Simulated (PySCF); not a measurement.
Positional isomers: cyclohexane formyl+silyl. Gas-phase values, no solvent. One relaxed conformer stands for each flexible species; it need not be the lowest. Strings in code marks are SMILES.

Level of theory: PBE-D3(BJ)/def2-TZVP // PBE-D3(BJ)/def2-SVP (PySCF 2.14.0). Excitations are Tamm–Dancoff values on a coarser integration grid. The basis has no diffuse functions, so Rydberg states are missing or too high.

| species | LUMO (eV) | S1–T1 gap (TDA) (eV) | HOMO–LUMO gap (eV) | S1 excitation (TDA) (eV) | S1 oscillator strength |
|---|---|---|---|---|---|
| `O=C[C@H]1CC[C@H]([SiH3])CC1` (O–C–C–C torsion 1°) | -1.98 | 0.62 | 3.84 | 4.08 | 0.001 |
| `O=C[C@@H]1CCC[C@@H]([SiH3])C1` (O–C–C–C torsion 132°) | -2.06 | 0.60 | 3.80 | 4.03 | 0.000 |
| `O=C[C@@H]1CCC[C@H]([SiH3])C1` (O–C–C–C torsion 122°) | -2.00 | 0.61 | 3.73 | 3.98 | 0.002 |
| `O=C[C@H]1[C@@H](CCCC1)[SiH3]` (O–C–C–C torsion 103°) | -2.04 | 0.61 | 3.71 | 3.96 | 0.000 |
